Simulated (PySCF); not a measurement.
## Ne³⁺ (neon, charge +3) across methods

[He] 2s2 2p3, high-spin 4S determinant. All numbers are calculated (PySCF 2.14, no relativity, point nucleus, in aug-cc-pVQZ).

```json
{"method": "B3LYP", "E (hartree)": "-124.3073", "mean ε 2s α (eV)": "-110.27", "mean ε 2s β (eV)": "-100.37", "mean ε 2p α (eV)": "-86.883", "Σ⟨r²⟩ (bohr²)": "3.651", "⟨S²⟩": "3.751"}
{"method": "BLYP", "E (hartree)": "-124.3058", "mean ε 2s α (eV)": "-105.87", "mean ε 2s β (eV)": "-98.006", "mean ε 2p α (eV)": "-83.619", "Σ⟨r²⟩ (bohr²)": "3.660", "⟨S²⟩": "3.751"}
{"method": "BHandHLYP", "E (hartree)": "-124.3180", "mean ε 2s α (eV)": "-116.54", "mean ε 2s β (eV)": "-103.48", "mean ε 2p α (eV)": "-91.333", "Σ⟨r²⟩ (bohr²)": "3.640", "⟨S²⟩": "3.752"}
{"method": "M06", "E (hartree)": "-124.2938", "mean ε 2s α (eV)": "-111.62", "mean ε 2s β (eV)": "-101.01", "mean ε 2p α (eV)": "-87.658", "Σ⟨r²⟩ (bohr²)": "3.634", "⟨S²⟩": "3.752"}
{"method": "LDA", "E (hartree)": "-123.5518", "mean ε 2s α (eV)": "-105.55", "mean ε 2s β (eV)": "-97.552", "mean ε 2p α (eV)": "-83.738", "Σ⟨r²⟩ (bohr²)": "3.672", "⟨S²⟩": "3.751"}
{"method": "r2SCAN", "E (hartree)": "-124.2914", "mean ε 2s α (eV)": "-109.05", "mean ε 2s β (eV)": "-98.066", "mean ε 2p α (eV)": "-85.292", "Σ⟨r²⟩ (bohr²)": "3.636", "⟨S²⟩": "3.752"}
{"method": "PBE", "E (hartree)": "-124.2065", "mean ε 2s α (eV)": "-106.15", "mean ε 2s β (eV)": "-97.768", "mean ε 2p α (eV)": "-83.738", "Σ⟨r²⟩ (bohr²)": "3.658", "⟨S²⟩": "3.751"}
{"method": "UHF", "E (hartree)": "-124.10569", "mean ε 2s α (eV)": "-126.74", "mean ε 2s β (eV)": "-106.79", "mean ε 2p α (eV)": "-98.478", "Σ⟨r²⟩ (bohr²)": "3.626", "⟨S²⟩": "3.753"}
```

(1) Estimate the same row for PBE0.

## Answers

(1) E (hartree) = -124.2304; mean ε 2s α (eV) = -111.49; mean ε 2s β (eV) = -100.52; mean ε 2p α (eV) = -87.613; Σ⟨r²⟩ (bohr²) = 3.645; ⟨S²⟩ = 3.751.
